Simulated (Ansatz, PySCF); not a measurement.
Process, species as SMILES: F[Se](F)F → F[Se](F)F as singlet, charge +1 + e-
Geometries: B3LYP-D3(BJ)/def2-TZVP minima from Ansatz (a quantum-chemistry and plane-wave program). A spin state is the lowest found, not a proven ground state.
Geometry of the first species:
```xyz
4

Se    -0.2516     0.1409    -0.0140
F     -1.0244    -1.4766     0.2643
F      0.7285     1.5734    -0.5414
F      1.2465    -0.6292     0.3300
```
Charge 0, spin multiplicity 2.

Property: adiabatic ionisation energy (electronic energy difference), in eV. Valence correlation only, unless marked. Open shells are spin-unrestricted. No spin-orbit coupling. Frozen are the shells of the preceding noble gas and the d and f shells that filled before the atom's block. Non-relativistic. CBS marks a two-point X^-3 extrapolation of the correlation energy; Hartree-Fock from the larger set. The bracket is a focal-point correction in the basis named.

RI-MP2/CBS(cc-pVTZ,cc-pVQZ)+[CCSD(T)-MP2]/cc-pVTZ (Ansatz) gives 8.59 eV.

Problem. Another calculation gave 8.83 eV. Which level was it?
A) wB97M-V/def2-TZVPD (Ansatz)
B) B3LYP/def2-TZVPD (Ansatz)
C) HF/def2-TZVPD (PySCF)
D) LC-wPBE/def2-TZVPD (Ansatz)

Solution. D, LC-wPBE/def2-TZVPD (Ansatz). The others give 8.95 (B3LYP), 8.02 (HF), 8.65 (wB97M-V) eV.
